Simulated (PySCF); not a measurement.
C₇H₁₁NOSi.
Numbering: `[CH3:1]/[N:2]=[CH:3]/[c:4]1[cH:5][cH:6][c:7]([SiH2:8][CH3:9])[o:10]1`

Geometry (GFN2-xTB, Å), atoms numbered from 1 in this order:
```xyz
21
C7H11NOSi angstrom
C     -4.6379   -0.1293    0.0157
N     -3.3142    0.3907    0.1107
C     -2.3219   -0.3882    0.0264
C     -0.9747    0.0989    0.1141
C     -0.4755    1.3666    0.3179
C      0.9217    1.2398    0.3023
C      1.2033   -0.0899    0.0914
Si     2.7929   -1.0728   -0.0827
C      4.2560    0.0936    0.2221
O      0.0465   -0.7763   -0.0211
H     -5.1841    0.1640    0.9138
H     -5.1306    0.3420   -0.8368
H     -4.6781   -1.2221   -0.0987
H     -2.4156   -1.4753   -0.1206
H     -1.0613    2.2507    0.4594
H      1.6427    2.0223    0.4283
H      2.7811   -2.1640    0.9000
H      2.8520   -1.6301   -1.4407
H      4.2658    0.9151   -0.4884
H      5.1966   -0.4389    0.1208
H      4.2266    0.5204    1.2205
```

NICS is the negative of the GIAO shielding at a point without a nucleus: at the ring centre (0) and 1 Å above and below it (1); zz is the component along the ring normal. Level: GIAO PBE0/pcSseg-1 (PySCF, non-relativistic, gas phase) on the GFN2-xTB geometry, one conformer.

Ring bond lengths (Å), with Mayer bond orders in brackets: C4–C5 1.378 (1.46), C5–C6 1.403 (1.30), C6–C7 1.375 (1.51), C7–O10 1.350 (1.05), O10–C4 1.352 (1.04).

Q: Give the NICS values of each ring in ppm.

A: 
```json
{"ring": "C4–C5–C6–C7–O10", "type": "5-membered ring with O; formal bonds all aromatic", "NICS(0)": "-10.7", "NICS(1), two faces": "-10.4 / -10.4", "NICS(1)zz, two faces": "-25.6 / -25.6", "rms pucker (Å)": "0.00", "centre to ring atoms, mean (Å)": "1.17"}
```

Q: What do they say, and how far can they be read as aromaticity?

A: 
- C4–C5–C6–C7–O10: mean NICS(1)zz -25.6 ppm, shielded. For a flat ring without four-coordinate atoms the NICS criterion counts such a value as aromatic.

Q: What does the geometric index give? HOMA = 1 − mean of α(R − Ropt)² over the ring bonds, with Krygowski's 1993 parameters (CC: Ropt 1.388 Å, α 257.7 Å⁻²; CO: Ropt 1.265 Å, α 157.38 Å⁻²).

A: 
- C4–C5–C6–C7–O10: HOMA 0.51; the largest term is that of O10–C4, α(R − Ropt)² = 1.18.

Q: Give the inner angles of the rings and the Hirshfeld charges of the ring atoms.

A: 
- C4–C5–C6–C7–O10: C4 109.7° (+0.049 e), C5 106.0° (-0.074 e), C6 107.0° (-0.082 e), C7 109.2° (-0.041 e), O10 108.1° (-0.058 e); sum 540.0° against 540° for a flat convex ring.

Q: How shielded are the nuclei of the rings and their hydrogens (means over atoms taken as equivalent)?

A: 
```csv
atoms,environment,σ isotropic (ppm)
C4,substituted aromatic carbon,20.2
C5,aromatic CH carbon,68.1
C6,aromatic CH carbon,57.2
C7,substituted aromatic carbon,27.3
O10,furan-type oxygen,11.9
H15,aromatic hydrogen,24.15
H16,aromatic hydrogen,24.70
```
